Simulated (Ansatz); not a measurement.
Sn₂H₂⁻ (the lowest doublet isomer of a short search). The state is a doublet with charge -1. Geometry PBE-D4/def2-TZVPD, basis def2-TZVPD, Ansatz.

Cartesian coordinates in Å:
```
Sn -0.554 -0.889 -0.956
Sn 0.282 1.072 0.884
H -0.284 0.201 2.371
H 0.556 -0.383 -2.300
```

| run | HOMO (eV) | LUMO (eV) |
| --- | --- | --- |
| A | -2.08 | 2.83 |
| B | -1.35 | 2.24 |
| C | -0.38 | 1.37 |
| D | -0.24 | 1.10 |
| E | 0.32 | 0.66 |
| F | 0.16 | 0.89 |

In the def2 sets Sn takes a core potential; there is no spin–orbit coupling. B3LYP takes the VWN-RPA correlation. The structure comes from a short search, and lower isomers may exist.

HOMO and LUMO are taken over both spins.

**Question.** The runs used B3LYP, CAM-B3LYP, PBE, PBE0, r2SCAN, ωB97M-V. Estimate which is which.

**Answer.** A ωB97M-V (range-separated); B CAM-B3LYP (range-separated); C PBE0 (25 % exact exchange); D B3LYP (20 % exact exchange); E PBE (0 % exact exchange); F r2SCAN (0 % exact exchange). Exact exchange lowers occupied and raises empty levels; among semilocal functionals meta-GGAs tend to open the gap a little, and such runs are hard to tell apart. The gap grows from 0.34 eV (PBE) to 4.91 eV (ωB97M-V). At PBE-D4/def2-TZVPD, r2SCAN-D4/def2-TZVPD the highest occupied level of the charge -1 doublet lies above zero (up to 0.32 eV). By energy differences its removal costs 1.94 eV (vertical, to the charge 0 triplet, at PBE-D4/def2-TZVPD); a positive level beside a positive removal energy at the same level points to self-interaction error.
